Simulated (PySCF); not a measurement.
**Question.** Give a PBE0-D3(BJ)/def2-SVP geometry of TaS(OH)3 (`[OH][Ta]([OH])([OH])=[S]`). (Singlet state.)

**Answer.** 
```
atom  x, y, z in Å
Ta1   -0.0007   -0.0021    0.0561
S2     0.0117   -0.0419    2.2287
O3     1.7606    0.2752   -0.5824
H4     2.6239    0.4132   -0.1837
O5    -1.1144    1.4035   -0.5500
H6    -1.6687    2.0817   -0.1558
O7    -0.6525   -1.6543   -0.6033
H8    -0.9599   -2.4752   -0.2095
```

Orientation and origin are arbitrary. Atoms count from 1 in this order. All 3 O–Ta bonds measure 1.893 to 1.895 Å. Ta1 (tantalum bonded to 3 O and S) is tetrahedral (angles from 109.3° to 109.7°).

Bonds between heavy atoms (Å): Ta1–S2 2.173, Ta1–O3 1.894, Ta1–O5 1.893, Ta1–O7 1.895.

Method used: PySCF 2.14.0, PBE0-D3(BJ)/def2-SVP geometry optimisation, gas phase, def2 core potentials past Kr.

Stationary, but not proved a minimum. Torsions: S2–Ta1–O3–H -1°, S2–Ta1–O5–H -1°, S2–Ta1–O7–H -1°.
